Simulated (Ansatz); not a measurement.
Relaxation of a periodic cell of 17 atoms, CuSi16 (host Si, host structure diamond, interstitial Cu), to a largest force component of 0.03 eV/Å in at most 60 steps.

Method: DFT LDA, scalar-relativistic, plane waves, PAW in Ansatz. Settings: PAW set soft_1, cutoff 420 eV, k mesh 2x2x2, fermi-dirac smearing 0.02 eV, spin collinear.

```xyz
17
Lattice="0.0000 5.4300 5.4300 5.4300 0.0000 5.4300 5.4300 5.4300 0.0000" Properties=species:S:1:pos:R:3:forces:R:3
Si 0.000 0.000 0.000 0.02 0.02 0.03
Si 1.357 1.357 1.357 0.00 0.00 0.01
Si 2.715 2.715 0.000 -0.02 -0.02 0.03
Si 4.072 4.072 1.357 0.00 0.00 -0.17
Si 2.715 0.000 2.715 -0.02 0.03 -0.02
Si 4.072 1.357 4.072 0.00 -0.13 0.01
Si 5.430 2.715 2.715 0.44 -0.40 -0.36
Si 6.787 4.072 4.072 0.11 0.00 0.01
Si 0.000 2.715 2.715 0.03 -0.02 -0.02
Si 1.357 4.072 4.072 -0.13 0.00 0.01
Si 2.715 5.430 2.715 -0.40 0.44 -0.37
Si 4.072 6.787 4.072 0.00 0.11 0.01
Si 2.715 2.715 5.430 -0.22 -0.22 0.28
Si 4.072 4.072 6.787 0.00 0.00 0.10
Si 5.430 5.430 5.430 0.13 0.13 0.15
Si 6.787 6.787 6.787 0.01 0.01 0.04
Cu 4.046 4.047 3.989 0.05 0.05 0.26
```

**Question.** Where does it end, and by what steps?

**Answer.** It converged. The force dipped under the threshold on the way, but the program's further checks kept it going. Limits of this set-up: coarse k mesh, PAW files made for another functional, a small cell, in which the defect meets its images. After 12 steps the energy has fallen by 0.139 eV; Cu17 moved furthest, 0.98 Å. Parted: Si8–Cu17 (2.74 → 3.49 Å), Si12–Cu17 (2.74 → 3.49 Å), Si15–Cu17 (2.43 → 3.31 Å).

| step | energy less start (eV) | largest force component (eV/Å) | accepted |
| --- | --- | --- | --- |
| 0 | 0.0000 | 0.443 | yes |
| 1 | -0.0308 | 0.191 | yes |
| 2 | -0.0393 | 0.056 | yes |
| 3 | -0.0404 | 0.030 | yes |
| 4 | -0.0407 | 0.011 | yes |
| 5 | -0.0408 | 0.013 | yes |
| 6 | -0.0413 | 0.038 | yes |
| 7 | -0.0491 | 0.270 | yes |
| 8 | -0.0611 | 0.449 | yes |
| 9 | -0.0756 | 0.237 | yes |
| 10 | -0.1185 | 0.116 | yes |
| 11 | -0.1373 | 0.037 | yes |
| 12 | -0.1387 | 0.017 | yes |

```xyz
17
Lattice="0.0000 5.4300 5.4300 5.4300 0.0000 5.4300 5.4300 5.4300 0.0000" Properties=species:S:1:pos:R:3
Si 0.139 0.139 0.135
Si 1.485 1.485 1.481
Si 2.785 2.785 0.025
Si 4.154 4.154 1.328
Si 2.785 0.028 2.782
Si 4.154 1.332 4.151
Si 5.536 2.705 2.701
Si 6.836 4.075 4.072
Si 0.028 2.785 2.782
Si 1.332 4.155 4.151
Si 2.705 5.536 2.701
Si 4.075 6.836 4.072
Si 2.705 2.705 5.532
Si 4.075 4.076 6.833
Si 5.372 5.373 5.369
Si 6.720 6.720 6.716
Cu 3.460 3.460 3.458
```

Run time: 110 s on 2 threads of Arm Neoverse V1 (shared host), peak memory 0.69 GiB.
